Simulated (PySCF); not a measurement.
## Computed spin Hamiltonian

Compound: F2H3SSi2 (doublet state).
Geometry (GFN2-xTB, Å), atoms numbered from 1 in this order:
```
atom  x, y, z in Å
F1     1.5753    1.3136   -0.8527
Si2    1.7000    0.5847    0.5928
S3     0.4791   -1.1897    0.4773
Si4   -1.3930   -0.3958   -0.1934
F5    -1.8494    0.7255    0.8632
H6     3.0807    0.1563    0.6424
H7    -1.2563    0.3072   -1.4493
H8    -2.3272   -1.4924   -0.1051
```

The hyperfine couplings belong to this conformer and change with its torsions.

Identity: `F[SiH]S[SiH2]F` [radical].

Method: UKS B3LYP, pcH-1 on F H S Si, non-relativistic, mean-field spin-orbit, GIAO in PySCF 2.14.0. Isolated species at its GFN2-xTB geometry (one conformer only). The geometry wasn't refined by DFT: couplings that depend on bond lengths, twists or pyramidal angles can differ widely from those at the functional's own minimum, by a factor of two or more for some ions and for spin on atoms past the first row. The SCF solution wasn't tested for stability.

| Quantity | Value |
| --- | --- |
| g1, g2, g3 | 2.00136, 2.00219, 2.00792 |
| g_iso | 2.00382 |
| Form of g | close to axial: the two nearest values differ by 13 % of g3 − g1 |
| ⟨S²⟩ | 0.7517 (exact 0.7500) |
| α and β electrons | 33, 32 |
| HOMO–LUMO gap, α and β orbitals | 5.60, 4.43 eV |
| Total energy | -1178.82054 Eh |

Hyperfine couplings atom by atom, in MHz; T1 to T3 are the principal values of the dipolar part; ρ(0) is the spin density at the nucleus:

```json
{"atom": "F1", "isotope": "19F", "a_iso": "166.2", "of which spin–orbit": "2.6", "T1": "-137.2", "T2": "-131.0", "T3": "268.3", "Mulliken spin population": "0.04", "ρ(0) (bohr⁻³)": "0.0389"}
{"atom": "Si2", "isotope": "29Si", "a_iso": "-811.8", "of which spin–orbit": "0.8", "T1": "-142.0", "T2": "70.7", "T3": "71.3", "Mulliken spin population": "0.74", "ρ(0) (bohr⁻³)": "0.9144"}
{"atom": "S3", "isotope": "33S", "a_iso": "3.5", "of which spin–orbit": "0.1", "T1": "-16.0", "T2": "-15.1", "T3": "31.1", "Mulliken spin population": "0.12", "ρ(0) (bohr⁻³)": "0.0099"}
{"atom": "Si4", "isotope": "29Si", "a_iso": "-8.1", "of which spin–orbit": "0.0", "T1": "-1.3", "T2": "0.3", "T3": "1.0", "Mulliken spin population": "0.00", "ρ(0) (bohr⁻³)": "0.0092"}
{"atom": "F5", "isotope": "19F", "a_iso": "-0.2", "of which spin–orbit": "0.2", "T1": "-6.2", "T2": "-3.1", "T3": "9.4", "Mulliken spin population": "0.00", "ρ(0) (bohr⁻³)": "-0.0001"}
{"atom": "H6", "isotope": "1H", "a_iso": "182.7", "of which spin–orbit": "0.0", "T1": "-6.4", "T2": "-0.7", "T3": "7.1", "Mulliken spin population": "0.09", "ρ(0) (bohr⁻³)": "0.0409"}
{"atom": "H7", "isotope": "1H", "a_iso": "-0.3", "of which spin–orbit": "0.0", "T1": "-1.4", "T2": "-0.9", "T3": "2.3", "Mulliken spin population": "0.00", "ρ(0) (bohr⁻³)": "-0.0001"}
{"atom": "H8", "isotope": "1H", "a_iso": "-1.0", "of which spin–orbit": "0.0", "T1": "-1.2", "T2": "-0.7", "T3": "1.9", "Mulliken spin population": "0.00", "ρ(0) (bohr⁻³)": "-0.0002"}
```

Largest spin populations (Mulliken): Si2 (+0.74), S3 (+0.12) and H6 (+0.09). Si2 is the only atom above +0.15. The angles at Si2 add up to 317.2°, so it is pyramidal.

Under fast tumbling the dipolar parts average out, and these isotropic splittings remain: 1 × 1H (H6, I = 1/2, 2 lines) with 6.51 mT and 1 × 19F (F1, I = 1/2, 2 lines) with 5.93 mT.

The 29Si coupling of Si2 (-811.8 MHz) shows only in satellite lines or after enrichment, since that isotope makes up about 4.7 % of natural silicon.
